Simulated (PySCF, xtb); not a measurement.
Si(I)3(OH) (HI₃OSi), SMILES O[Si](I)(I)I.

xtb with GFN2-xTB at its own geometry gives an orbital gap of 4.79 eV and a dipole moment of 3.97 D.

Coordinates come from a PBE-D3(BJ)/def2-SVP optimisation. The def2 effective core potentials stand for the cores of I; spin–orbit coupling is left out. Other conformers were not sampled.

Question: What does PySCF with PBE/def2-TZVP give? (An estimate is asked for; the answer gives what the named calculation found.)

Answer: gap 3.51 eV (levels -6.50 and -2.99 eV), dipole 1.13 D.
